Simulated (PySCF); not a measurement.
[C6H10SSi]+: g tensor and hyperfine couplings

C6H10SSi (charge +1 and doublet state).
SMILES with atom numbers: `[SiH3:1][S+:2][C@@:3]12[C@H:4]3[CH2:5][C@@H:6]1[C@@H:7]2[CH2:8]3` (hydrogens: H9, H10, H11 on Si1; H12 on C4; H13, H14 on C5; H15 on C6; H16 on C7; H17, H18 on C8)

Geometry (GFN2-xTB, Å), atoms numbered from 1 in this order:
```xyz
18
C6H10SSi angstrom
Si     2.9304    0.1533   -0.9134
S      1.8506   -0.7874    0.8368
C      0.2278   -0.3512    0.5564
C     -0.5955    0.4394   -0.4779
C     -1.5360   -0.7732   -0.5940
C     -1.0743   -1.1781    0.7905
C     -0.8794    0.0553    1.5780
C     -1.2177    1.2316    0.6858
H      4.2870   -0.2509   -0.6021
H      2.2694   -0.4920   -2.0405
H      2.5826    1.5590   -0.7483
H     -0.2004    0.9372   -1.3545
H     -1.2381   -1.4869   -1.3572
H     -2.5968   -0.5410   -0.6892
H     -1.1139   -2.1602    1.2299
H     -0.7632    0.0611    2.6482
H     -0.6627    2.1280    0.9494
H     -2.2783    1.4623    0.5858
```

The hyperfine couplings belong to this conformer and change with its torsions.

Level of theory: UKS B3LYP, pcH-1 on C H S Si, non-relativistic, mean-field spin-orbit, GIAO in PySCF 2.14.0. The structure is a single GFN2-xTB conformer in the gas phase; no vibrational or solvent corrections. The geometry wasn't refined by DFT: couplings that depend on bond lengths, twists or pyramidal angles can differ widely from those at the functional's own minimum, by a factor of two or more for some ions and for spin on atoms past the first row. Stability of the SCF solution: not tested.

* g1, g2, g3: 2.00246, 2.01559, 2.01763
* g_iso: 2.01189
* Form of g: close to axial: the two nearest values differ by 14 % of g3 − g1
* ⟨S²⟩: 0.7528 (exact 0.7500)
* α and β electrons: 38, 37
* Basis functions: 320

Isotropic coupling and dipolar principal values T1 to T3, in G (MHz turned into gauss with g_iso; 10 G = 1 mT):

```json
{"atom": "Si1", "isotope": "29Si", "a_iso": "3.5", "of which spin–orbit": "0.0", "T1": "-0.3", "T2": "-0.2", "T3": "0.5", "Mulliken spin population": "-0.01"}
{"atom": "S2", "isotope": "33S", "a_iso": "5.0", "of which spin–orbit": "0.0", "T1": "-16.7", "T2": "-15.7", "T3": "32.3", "Mulliken spin population": "0.48"}
{"atom": "C3", "isotope": "13C", "a_iso": "1.9", "of which spin–orbit": "0.2", "T1": "-9.6", "T2": "-8.7", "T3": "18.4", "Mulliken spin population": "0.16"}
{"atom": "C4", "isotope": "13C", "a_iso": "-1.1", "of which spin–orbit": "0.0", "T1": "-1.6", "T2": "-0.6", "T3": "2.2", "Mulliken spin population": "0.01"}
{"atom": "C5", "isotope": "13C", "a_iso": "6.4", "of which spin–orbit": "0.0", "T1": "-1.5", "T2": "-1.4", "T3": "2.9", "Mulliken spin population": "0.02"}
{"atom": "C6", "isotope": "13C", "a_iso": "3.3", "of which spin–orbit": "0.0", "T1": "-6.0", "T2": "-5.6", "T3": "11.6", "Mulliken spin population": "0.14"}
{"atom": "C7", "isotope": "13C", "a_iso": "3.3", "of which spin–orbit": "0.0", "T1": "-6.0", "T2": "-5.6", "T3": "11.6", "Mulliken spin population": "0.14"}
{"atom": "C8", "isotope": "13C", "a_iso": "6.3", "of which spin–orbit": "0.0", "T1": "-1.5", "T2": "-1.4", "T3": "2.9", "Mulliken spin population": "0.02"}
{"atom": "H9", "isotope": "1H", "a_iso": "-0.7", "of which spin–orbit": "0.0", "T1": "-0.6", "T2": "-0.5", "T3": "1.1", "Mulliken spin population": "0.00"}
{"atom": "H10", "isotope": "1H", "a_iso": "8.8", "of which spin–orbit": "0.0", "T1": "-0.6", "T2": "-0.4", "T3": "1.0", "Mulliken spin population": "0.01"}
{"atom": "H11", "isotope": "1H", "a_iso": "8.6", "of which spin–orbit": "0.0", "T1": "-0.6", "T2": "-0.4", "T3": "1.0", "Mulliken spin population": "0.01"}
{"atom": "H12", "isotope": "1H", "a_iso": "-0.9", "of which spin–orbit": "0.0", "T1": "-0.7", "T2": "-0.7", "T3": "1.5", "Mulliken spin population": "0.00"}
{"atom": "H13", "isotope": "1H", "a_iso": "-0.9", "of which spin–orbit": "0.0", "T1": "-1.2", "T2": "-0.5", "T3": "1.7", "Mulliken spin population": "0.00"}
{"atom": "H14", "isotope": "1H", "a_iso": "19.2", "of which spin–orbit": "0.0", "T1": "-1.1", "T2": "-0.4", "T3": "1.5", "Mulliken spin population": "0.02"}
{"atom": "H15", "isotope": "1H", "a_iso": "-0.7", "of which spin–orbit": "0.0", "T1": "-3.1", "T2": "-0.4", "T3": "3.5", "Mulliken spin population": "0.00"}
{"atom": "H16", "isotope": "1H", "a_iso": "-0.7", "of which spin–orbit": "0.0", "T1": "-3.1", "T2": "-0.4", "T3": "3.5", "Mulliken spin population": "0.00"}
{"atom": "H17", "isotope": "1H", "a_iso": "-0.9", "of which spin–orbit": "0.0", "T1": "-1.2", "T2": "-0.5", "T3": "1.7", "Mulliken spin population": "0.00"}
{"atom": "H18", "isotope": "1H", "a_iso": "19.2", "of which spin–orbit": "0.0", "T1": "-1.1", "T2": "-0.4", "T3": "1.5", "Mulliken spin population": "0.02"}
```

Largest spin populations (Mulliken): S2 (+0.48), C3 (+0.16), C6 (+0.14) and C7 (+0.14).

The SMILES `[SiH3][S+][C@@]12[C@H]3C[C@@H]1[C@@H]2C3` draws the unpaired electron on S2, whose computed spin population is only +0.48.

Axes: g1 points within 1° of the C6–C7 bond and g2 points within 3° of the Si1–S2 bond.

Under fast tumbling the dipolar parts average out, and these isotropic splittings remain: 2 × 1H (H14/H18, I = 1/2, 3 lines) with 1.92 mT, 3 × 1H (H9/H10/H11, I = 1/2, 4 lines) with 0.55 mT, 2 × 1H (H13/H17, I = 1/2, 3 lines) with 0.09 mT, 1 × 1H (H12, I = 1/2, 2 lines) with 0.09 mT and 2 × 1H (H15/H16, I = 1/2, 3 lines) with 0.07 mT.

Nuclei that the bonding pattern makes equivalent are averaged, as if the motion that swaps them (rotation, inversion, ring flip) were fast. The three 1H nuclei of mean +15.6 MHz run from -2.1 to 24.6 MHz in the frozen geometry.

The 29Si coupling of Si1 (10.0 MHz) shows only in satellite lines or after enrichment, since that isotope makes up about 4.7 % of natural silicon.

The 33S coupling of S2 (14.0 MHz) shows only in satellite lines or after enrichment, since that isotope makes up about 0.76 % of natural sulfur.

Examples of negative spin density at the nucleus (bohr⁻³): Si1 (-0.0113) and C4 (-0.0029).
